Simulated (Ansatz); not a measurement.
Relaxation of Si3N5⁻ (charge -1, singlet) with RKS PBE0-D4/def2-SVPD in Ansatz.

Positions (Å) and forces (eV/Å) at steps 36, 37, 38, 39, 40, 41, 42, 43, 44, 45, 46, 47, 48, 49, 50, 51, 52, 53, 54, 55, 56, 57, 58, 59, 60, 61, 62, 63, 64, 65, 66, 67, 68, 69, 70, 71 of 82:

```xyz
8
step=36 energy=-31051.2941 eV rejected
Si   -2.938   -0.615   -1.016   -2.421   -0.223    0.451
Si    0.287   -0.475   -1.882   -0.905   -0.311   -0.032
Si    1.178    1.724    0.275   -0.026   -0.643   -0.697
N    -1.427   -0.451   -1.245    2.865    0.111   -0.753
N     1.113    0.593   -0.930    0.483    0.822    0.736
N    -0.332   -1.704    1.880    0.008    0.000   -0.004
N     0.697   -1.894    1.546   -0.014    0.003    0.019
N     1.420    2.822    1.373    0.011    0.241    0.279
8
step=37 energy=-31051.3624 eV
Si   -2.997   -0.664   -1.087    0.487    0.028   -0.028
Si    0.276   -0.455   -1.855   -0.143   -0.014    0.039
Si    1.246    1.803    0.281   -0.065   -0.017   -0.039
N    -1.427   -0.531   -1.302   -0.403   -0.038   -0.022
N     1.018    0.671   -0.872    0.114    0.031    0.024
N    -0.339   -1.779    1.936   -0.494    0.102    0.179
N     0.667   -1.966    1.546    0.489   -0.084   -0.179
N     1.556    2.920    1.352    0.015   -0.006    0.027
8
step=38 energy=-31051.3760 eV
Si   -2.975   -0.672   -1.027    0.109    0.011    0.012
Si    0.265   -0.442   -1.886   -0.062   -0.062   -0.052
Si    1.227    1.761    0.273   -0.035   -0.014   -0.011
N    -1.428   -0.499   -1.309   -0.029    0.027    0.002
N     1.079    0.649   -0.917    0.028    0.036    0.038
N    -0.347   -1.713    1.893    0.022   -0.001   -0.010
N     0.685   -1.935    1.588   -0.027    0.016    0.013
N     1.493    2.851    1.385   -0.005   -0.013    0.009
8
step=39 energy=-31051.3449 eV rejected
Si   -2.926   -0.652   -0.918    0.200    0.051   -0.020
Si    0.263   -0.435   -1.950   -0.007    0.065    0.074
Si    1.185    1.700    0.257    0.026   -0.054   -0.039
N    -1.405   -0.444   -1.311   -0.158   -0.055    0.000
N     1.144    0.618   -0.984    0.000    0.125    0.120
N    -0.367   -1.639    1.799    3.316   -0.798   -0.334
N     0.717   -1.898    1.684   -3.322    0.809    0.344
N     1.390    2.751    1.423   -0.056   -0.142   -0.145
8
step=40 energy=-31051.3818 eV
Si   -2.943   -0.648   -0.977    0.101    0.021    0.012
Si    0.270   -0.446   -1.922   -0.028   -0.010   -0.008
Si    1.200    1.728    0.266   -0.011   -0.032   -0.029
N    -1.407   -0.475   -1.315   -0.147   -0.048   -0.019
N     1.095    0.632   -0.945    0.110    0.081    0.050
N    -0.347   -1.691    1.893    0.079   -0.013   -0.028
N     0.690   -1.901    1.598   -0.084    0.027    0.030
N     1.442    2.800    1.402   -0.020   -0.027   -0.007
8
step=41 energy=-31051.3878 eV
Si   -2.921   -0.641   -0.928    0.050    0.022    0.015
Si    0.268   -0.438   -1.947    0.017   -0.005   -0.023
Si    1.186    1.699    0.257    0.012   -0.027   -0.014
N    -1.400   -0.455   -1.319   -0.078   -0.022    0.008
N     1.134    0.621   -0.980    0.041    0.084    0.066
N    -0.356   -1.667    1.870    0.338   -0.065   -0.079
N     0.698   -1.867    1.626   -0.343    0.077    0.082
N     1.392    2.748    1.421   -0.037   -0.063   -0.054
8
step=42 energy=-31051.3941 eV
Si   -2.879   -0.621   -0.851    0.135    0.041   -0.020
Si    0.271   -0.428   -1.994    0.022    0.030    0.016
Si    1.164    1.653    0.242    0.034   -0.017    0.000
N    -1.379   -0.430   -1.322   -0.162   -0.051    0.033
N     1.176    0.609   -1.033    0.025    0.118    0.107
N    -0.373   -1.651    1.853    0.600   -0.087   -0.107
N     0.701   -1.799    1.658   -0.604    0.095    0.112
N     1.319    2.668    1.447   -0.050   -0.130   -0.141
8
step=43 energy=-31051.4032 eV
Si   -2.846   -0.588   -0.802    0.025    0.023    0.009
Si    0.272   -0.413   -2.042   -0.057   -0.005    0.005
Si    1.149    1.586    0.236   -0.022    0.053    0.043
N    -1.365   -0.423   -1.329    0.012   -0.027   -0.019
N     1.200    0.600   -1.076    0.056   -0.025   -0.058
N    -0.361   -1.598    1.863    0.262   -0.041   -0.041
N     0.715   -1.726    1.674   -0.267    0.041    0.051
N     1.236    2.560    1.476   -0.008   -0.017    0.009
8
step=44 energy=-31051.4086 eV
Si   -2.817   -0.559   -0.766    0.028    0.014    0.002
Si    0.274   -0.405   -2.078   -0.021   -0.001   -0.014
Si    1.133    1.544    0.229   -0.020   -0.023   -0.105
N    -1.349   -0.428   -1.337   -0.002   -0.003    0.015
N     1.218    0.609   -1.124    0.029   -0.008    0.007
N    -0.361   -1.586    1.891   -0.028   -0.010    0.008
N     0.715   -1.648    1.683    0.022    0.003    0.005
N     1.187    2.473    1.502   -0.008    0.028    0.083
8
step=45 energy=-31051.4050 eV rejected
Si   -2.726   -0.475   -0.653    0.270    0.019   -0.112
Si    0.285   -0.376   -2.167   -0.072    0.039    0.078
Si    1.094    1.490    0.171   -0.012    0.075    0.088
N    -1.295   -0.408   -1.335   -0.222   -0.026    0.075
N     1.264    0.640   -1.242    0.039    0.109    0.191
N    -0.388   -1.643    1.937    1.803    0.144   -0.267
N     0.706   -1.554    1.772   -1.803   -0.147    0.270
N     1.060    2.326    1.518   -0.003   -0.212   -0.323
8
step=46 energy=-31051.4148 eV
Si   -2.777   -0.502   -0.711    0.016    0.011    0.009
Si    0.279   -0.396   -2.108   -0.001    0.006    0.009
Si    1.110    1.519    0.200   -0.014   -0.013   -0.043
N    -1.325   -0.410   -1.328   -0.001    0.002    0.001
N     1.253    0.603   -1.164    0.016    0.001   -0.007
N    -0.365   -1.617    1.898    0.043   -0.009   -0.004
N     0.719   -1.616    1.717   -0.047    0.003    0.014
N     1.106    2.419    1.496   -0.011    0.000    0.023
8
step=47 energy=-31051.4153 eV
Si   -2.734   -0.440   -0.652    0.106    0.013   -0.030
Si    0.285   -0.391   -2.136   -0.005    0.000    0.015
Si    1.088    1.495    0.168   -0.011    0.020    0.047
N    -1.299   -0.391   -1.319   -0.083    0.005    0.032
N     1.288    0.603   -1.209    0.002    0.034    0.031
N    -0.373   -1.678    1.902    1.196    0.128   -0.154
N     0.718   -1.560    1.758   -1.196   -0.131    0.159
N     1.027    2.363    1.488   -0.008   -0.068   -0.100
8
step=48 energy=-31051.4211 eV
Si   -2.691   -0.397   -0.613    0.095    0.018   -0.022
Si    0.292   -0.384   -2.173   -0.057    0.034    0.087
Si    1.069    1.473    0.147   -0.024    0.013    0.028
N    -1.276   -0.370   -1.324   -0.115   -0.052   -0.024
N     1.293    0.609   -1.245    0.101    0.059    0.034
N    -0.368   -1.714    1.938    0.474    0.087   -0.066
N     0.708   -1.534    1.788   -0.472   -0.087    0.065
N     0.973    2.317    1.481   -0.003   -0.070   -0.103
8
step=49 energy=-31051.4326 eV
Si   -2.624   -0.263   -0.531    0.042    0.016    0.009
Si    0.312   -0.402   -2.169   -0.041   -0.053   -0.055
Si    1.015    1.426    0.111   -0.036    0.075    0.126
N    -1.251   -0.347   -1.314    0.008    0.016    0.001
N     1.351    0.592   -1.278    0.032   -0.007   -0.028
N    -0.339   -1.675    1.950    0.084    0.004   -0.011
N     0.739   -1.557    1.775   -0.084   -0.015    0.020
N     0.797    2.225    1.455   -0.006   -0.035   -0.062
8
step=50 energy=-31051.4444 eV
Si   -2.529   -0.125   -0.432    0.413   -0.007   -0.195
Si    0.332   -0.417   -2.194   -0.083   -0.018    0.013
Si    0.953    1.391    0.066   -0.057    0.114    0.210
N    -1.210   -0.314   -1.305   -0.345    0.015    0.157
N     1.388    0.582   -1.319    0.032    0.081    0.106
N    -0.325   -1.667    1.957    0.245    0.002   -0.026
N     0.764   -1.605    1.811   -0.243   -0.016    0.037
N     0.626    2.155    1.416    0.039   -0.170   -0.302
8
step=51 energy=-31051.4653 eV
Si   -2.426    0.013   -0.341    0.749   -0.059   -0.413
Si    0.348   -0.428   -2.214   -0.133   -0.016    0.039
Si    0.898    1.360    0.026   -0.090    0.107    0.238
N    -1.180   -0.282   -1.306   -0.625    0.068    0.356
N     1.421    0.567   -1.346    0.017    0.185    0.254
N    -0.307   -1.714    1.985    0.187    0.009   -0.024
N     0.776   -1.613    1.828   -0.183   -0.022    0.032
N     0.470    2.098    1.368    0.078   -0.273   -0.481
8
step=52 energy=-31051.5206 eV
Si   -2.300    0.131   -0.253    0.702   -0.003   -0.334
Si    0.359   -0.441   -2.234   -0.213    0.016    0.119
Si    0.843    1.329   -0.003   -0.093   -0.018    0.051
N    -1.151   -0.255   -1.307   -0.563    0.005    0.255
N     1.431    0.550   -1.356    0.149    0.270    0.303
N    -0.297   -1.737    1.991   -0.256   -0.038    0.041
N     0.783   -1.622    1.840    0.265    0.018   -0.030
N     0.332    2.046    1.321    0.009   -0.250   -0.406
8
step=53 energy=-31051.6335 eV
Si   -2.170    0.250   -0.170    0.643    0.107   -0.154
Si    0.364   -0.442   -2.240   -0.318   -0.062    0.059
Si    0.796    1.295   -0.036   -0.084   -0.144   -0.141
N    -1.137   -0.241   -1.306   -0.313    0.012    0.146
N     1.454    0.545   -1.371    0.190    0.360    0.412
N    -0.291   -1.763    2.007    0.662    0.068   -0.089
N     0.790   -1.623    1.848   -0.648   -0.097    0.104
N     0.193    1.978    1.269   -0.131   -0.245   -0.337
8
step=54 energy=-31051.8276 eV
Si   -2.026    0.364   -0.091    0.421    0.331    0.245
Si    0.365   -0.442   -2.241   -0.426   -0.099    0.055
Si    0.749    1.262   -0.068   -0.001   -0.326   -0.441
N    -1.126   -0.226   -1.299    0.098   -0.028   -0.091
N     1.476    0.543   -1.382    0.258    0.449    0.501
N    -0.284   -1.776    2.016    0.026   -0.024    0.012
N     0.793   -1.629    1.854   -0.006   -0.021    0.012
N     0.052    1.904    1.211   -0.370   -0.281   -0.293
8
step=55 energy=-31052.1321 eV
Si   -1.906    0.470   -0.014    0.191    0.699    0.845
Si    0.362   -0.435   -2.228   -0.591   -0.152    0.055
Si    0.716    1.227   -0.111    0.017   -0.481   -0.656
N    -1.108   -0.191   -1.267    0.670   -0.098   -0.433
N     1.516    0.545   -1.396    0.320    0.535    0.585
N    -0.277   -1.791    2.026   -0.001   -0.041    0.023
N     0.797   -1.637    1.860    0.026   -0.021    0.009
N    -0.100    1.813    1.130   -0.632   -0.440   -0.428
8
step=56 energy=-31052.5667 eV
Si   -1.850    0.560    0.056    0.334    1.081    1.311
Si    0.360   -0.422   -2.205   -0.768   -0.243    0.002
Si    0.698    1.192   -0.163   -0.125   -0.604   -0.759
N    -1.077   -0.134   -1.213    1.124   -0.197   -0.751
N     1.571    0.549   -1.412    0.377    0.562    0.593
N    -0.267   -1.814    2.043    0.033   -0.043    0.017
N     0.805   -1.652    1.867   -0.008   -0.026    0.016
N    -0.240    1.721    1.027   -0.968   -0.531   -0.429
8
step=57 energy=-31053.1035 eV
Si   -1.752    0.656    0.148   -0.728    0.492    0.901
Si    0.352   -0.420   -2.197   -0.638   -0.084    0.161
Si    0.661    1.144   -0.213   -0.690   -0.949   -0.999
N    -1.029   -0.089   -1.169    1.476    0.060   -0.548
N     1.615    0.557   -1.419    0.504    0.486    0.442
N    -0.266   -1.816    2.042    0.050   -0.058    0.019
N     0.806   -1.652    1.867   -0.017   -0.034    0.024
N    -0.385    1.620    0.940    0.043    0.087   -0.001
8
step=58 energy=-31053.4324 eV
Si   -1.803    0.777    0.161   -0.855   -0.333   -0.136
Si    0.352   -0.414   -2.193    0.044   -0.179   -0.202
Si    0.584    1.118   -0.308   -1.510   -1.081   -0.724
N    -0.960    0.013   -1.146    0.863    0.345    0.081
N     1.660    0.554   -1.414    0.436    0.269    0.124
N    -0.213   -1.977    2.135    0.486    0.095   -0.102
N     0.843   -1.740    1.932   -0.480   -0.106    0.094
N    -0.463    1.669    0.834    1.016    0.990    0.864
8
step=59 energy=-31053.6029 eV
Si   -1.874    0.882    0.183   -0.178   -0.291   -0.303
Si    0.386   -0.443   -2.215    0.837   -0.134   -0.403
Si    0.435    1.036   -0.411    1.045    0.951    0.910
N    -0.841    0.125   -1.103   -1.979   -1.157   -0.774
N     1.691    0.551   -1.412   -0.618   -0.020    0.131
N    -0.169   -2.102    2.185    1.244    0.378   -0.272
N     0.872   -1.794    1.976   -1.247   -0.357    0.244
N    -0.501    1.744    0.796    0.897    0.630    0.467
8
step=60 energy=-31053.7767 eV
Si   -1.884    0.904    0.157   -0.029    0.001   -0.039
Si    0.417   -0.482   -2.185    0.260    0.100    0.033
Si    0.420    0.960   -0.317    0.290    0.357    0.191
N    -0.914    0.093   -1.140   -0.509   -0.087    0.123
N     1.668    0.454   -1.288   -0.045   -0.146   -0.102
N    -0.132   -1.992    2.059    0.137    0.035   -0.047
N     0.890   -1.655    1.834   -0.134   -0.059    0.053
N    -0.464    1.717    0.880    0.031   -0.202   -0.211
8
step=61 energy=-31053.7913 eV
Si   -1.873    0.911    0.172    0.038   -0.009    0.001
Si    0.427   -0.505   -2.141   -0.059   -0.042    0.010
Si    0.426    1.060   -0.372   -0.059   -0.068    0.029
N    -0.914    0.051   -1.079    0.065    0.004   -0.049
N     1.657    0.524   -1.352    0.001    0.054    0.022
N    -0.151   -2.098    2.023   -0.092   -0.022   -0.015
N     0.896   -1.775    1.955    0.089    0.038   -0.010
N    -0.469    1.833    0.794    0.017    0.045    0.011
8
step=62 energy=-31053.7940 eV
Si   -1.863    0.901    0.200    0.024   -0.009    0.004
Si    0.437   -0.546   -2.093   -0.033   -0.035    0.001
Si    0.427    1.072   -0.372   -0.039   -0.051    0.025
N    -0.899    0.016   -1.031    0.021   -0.003   -0.042
N     1.655    0.535   -1.354    0.018    0.036    0.010
N    -0.163   -2.095    1.953   -0.253   -0.083   -0.008
N     0.877   -1.749    1.918    0.254    0.092   -0.009
N    -0.470    1.866    0.778    0.009    0.053    0.018
8
step=63 energy=-31053.7436 eV rejected
Si   -1.846    0.895    0.254    0.113    0.046    0.003
Si    0.445   -0.626   -2.001    0.071    0.124    0.098
Si    0.425    1.102   -0.379   -0.074   -0.039   -0.004
N    -0.880   -0.041   -0.940    0.024    0.078    0.039
N     1.648    0.548   -1.359   -0.097   -0.080   -0.029
N    -0.174   -2.125    1.760    3.557    1.448    0.579
N     0.854   -1.704    1.930   -3.549   -1.448   -0.582
N    -0.473    1.951    0.734   -0.044   -0.128   -0.105
8
step=64 energy=-31053.7969 eV
Si   -1.864    0.914    0.211   -0.012    0.013    0.001
Si    0.435   -0.587   -2.047    0.008    0.022    0.008
Si    0.422    1.072   -0.363    0.000    0.022   -0.028
N    -0.905    0.014   -1.013    0.002   -0.020    0.020
N     1.653    0.514   -1.330   -0.003   -0.024    0.008
N    -0.143   -2.115    1.860    0.044    0.016   -0.011
N     0.875   -1.707    1.915   -0.043   -0.011    0.000
N    -0.473    1.896    0.767    0.004   -0.018    0.001
8
step=65 energy=-31053.7872 eV rejected
Si   -1.865    0.928    0.220   -0.025    0.019   -0.001
Si    0.431   -0.618   -2.012    0.034    0.055    0.018
Si    0.419    1.072   -0.359    0.034    0.044   -0.046
N    -0.910    0.011   -0.995   -0.016   -0.028    0.037
N     1.651    0.494   -1.312   -0.034   -0.047    0.010
N    -0.121   -2.141    1.768    1.642    0.787    0.264
N     0.868   -1.665    1.933   -1.640   -0.784   -0.270
N    -0.474    1.919    0.757    0.005   -0.046   -0.011
8
step=66 energy=-31053.7979 eV
Si   -1.868    0.924    0.212   -0.003    0.002    0.001
Si    0.433   -0.601   -2.029    0.004    0.003    0.004
Si    0.420    1.071   -0.360    0.004    0.000    0.008
N    -0.908    0.010   -1.001   -0.008   -0.008   -0.001
N     1.653    0.497   -1.314   -0.004   -0.003   -0.001
N    -0.131   -2.117    1.812    0.054    0.020   -0.005
N     0.875   -1.686    1.913   -0.052   -0.018   -0.002
N    -0.475    1.903    0.765    0.004    0.004   -0.005
8
step=67 energy=-31053.7984 eV
Si   -1.870    0.931    0.215    0.004   -0.001   -0.003
Si    0.430   -0.614   -2.014    0.000   -0.002    0.001
Si    0.419    1.069   -0.356    0.002   -0.003    0.014
N    -0.910    0.007   -0.992   -0.009   -0.001    0.000
N     1.652    0.485   -1.304   -0.002    0.002   -0.001
N    -0.117   -2.124    1.767    0.268    0.119    0.035
N     0.871   -1.666    1.923   -0.266   -0.119   -0.039
N    -0.475    1.911    0.762    0.003    0.005   -0.006
8
step=68 energy=-31053.7975 eV rejected
Si   -1.871    0.941    0.217    0.005   -0.001   -0.004
Si    0.424   -0.625   -2.002   -0.002   -0.004   -0.001
Si    0.419    1.066   -0.352    0.003   -0.003    0.012
N    -0.915    0.006   -0.984   -0.006    0.004    0.002
N     1.651    0.471   -1.296   -0.003    0.005    0.000
N    -0.093   -2.142    1.711    0.671    0.351    0.162
N     0.858   -1.635    1.946   -0.669   -0.353   -0.163
N    -0.472    1.918    0.760    0.001    0.001   -0.008
8
step=69 energy=-31053.7991 eV
Si   -1.873    0.942    0.212    0.000    0.001   -0.003
Si    0.427   -0.621   -2.005   -0.001   -0.001    0.000
Si    0.418    1.068   -0.353    0.000   -0.002    0.001
N    -0.914    0.009   -0.988    0.001   -0.001    0.003
N     1.651    0.475   -1.295   -0.001    0.000   -0.001
N    -0.102   -2.136    1.742    0.068    0.028    0.007
N     0.869   -1.657    1.929   -0.067   -0.028   -0.010
N    -0.476    1.920    0.758    0.001    0.003    0.001
8
step=70 energy=-31053.7995 eV
Si   -1.877    0.955    0.207   -0.001    0.001    0.003
Si    0.422   -0.628   -1.995   -0.002    0.001    0.002
Si    0.417    1.068   -0.350    0.001   -0.007    0.000
N    -0.918    0.011   -0.984    0.004    0.001    0.000
N     1.650    0.466   -1.287   -0.001    0.000    0.000
N    -0.082   -2.154    1.716    0.026    0.009    0.002
N     0.865   -1.646    1.941   -0.027   -0.008   -0.004
N    -0.477    1.929    0.753   -0.001    0.002   -0.002
8
step=71 energy=-31053.7991 eV rejected
Si   -1.876    0.959    0.217    0.019    0.027   -0.036
Si    0.416   -0.634   -1.987    0.005   -0.016   -0.004
Si    0.418    1.066   -0.347   -0.019    0.065   -0.015
N    -0.920    0.013   -0.977   -0.027   -0.031    0.027
N     1.650    0.452   -1.277    0.007    0.002    0.002
N    -0.055   -2.185    1.677    0.016    0.005    0.003
N     0.846   -1.624    1.959   -0.017   -0.005   -0.004
N    -0.479    1.952    0.736    0.015   -0.048    0.027
```

The structure comes from a short search, and lower isomers may exist.
